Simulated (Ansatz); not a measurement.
CH7GeNSi can be A, `N=[C]([SiH3])[GeH3]`, or B, `C1[NH][GeH2][SiH2]1`.

Program: Ansatz. Geometries: PBE0-D4/def2-TZVP. ΔE: electronic, gas phase. CBS: MP2 limit from def2 TZ/QZ plus the TZ coupled-cluster correction, frozen cores. Functionals use def2-TZVPP. B3LYP here is the variant with VWN-RPA as its local correlation; programs differ in this. For Ge outer-core shells are correlated without core-valence functions, which leaves a few kJ/mol of doubt a bond. Scalar relativity is left out up to krypton. Each species was taken in one conformer, which may not be the lowest.

A:

Z-matrix (Å, degrees):
```
Si
C 1 1.894
H 1 1.482 2 110.6
H 1 1.488 2 108.5 3 -121.7
H 1 1.488 2 108.5 3 121.7
Ge 2 1.986 1 120.4 3 179.2
N 2 1.273 1 117.2 3 -0.8
H 6 1.538 2 110.7 1 -61.2
H 6 1.540 2 106.2 1 179.2
H 6 1.538 2 110.8 1 59.4
H 7 1.025 2 112.5 1 -179.9
```

B:

```xyz
11

C    -0.2355    1.0652   -0.5552
N     0.8401    0.8049    0.4097
Ge    0.8412   -1.0293    0.7275
Si   -1.2536   -0.5259   -0.2649
H    -0.7724    1.9957   -0.3382
H     0.0972    1.1130   -1.6024
H     1.6695    1.3719    0.3100
H     1.0538   -1.3630    2.2169
H     1.8842   -1.8374   -0.0862
H    -1.7241   -1.2362   -1.4842
H    -2.4003   -0.3588    0.6668
```

(1) Which isomer does CCSD(T)/CBS put lower? Give the gap. (Best estimate.)

(2) Give E(B) − E(A) in kcal/mol with B3LYP-D4, r2SCAN-D4, PBE0-D4, CCSD/def2-TZVPP, B2PLYP, B3LYP, PBE-D4. (Estimate.)

Largest T1 diagnostic: 0.013.

Results:

(1) Ansatz gave: B, by 15.5 kcal/mol.

(2) The calculation gave: B3LYP-D4 -13.0, r2SCAN-D4 -16.3, PBE0-D4 -19.7, CCSD/def2-TZVPP -14.4, B2PLYP -13.8, B3LYP -12.6, PBE-D4 -17.0. None reverses the order clearly.

In def2-TZVPP, CCSD(T) changes the Hartree–Fock value by −3.5 kcal/mol (the triples alone add +0.4 kcal/mol) and MP2 by −6.4 kcal/mol. From PBE to PBE0 (25 % exact exchange), in def2-TZVPP and without D4, E(B) − E(A) moves by −2.8 kcal/mol.
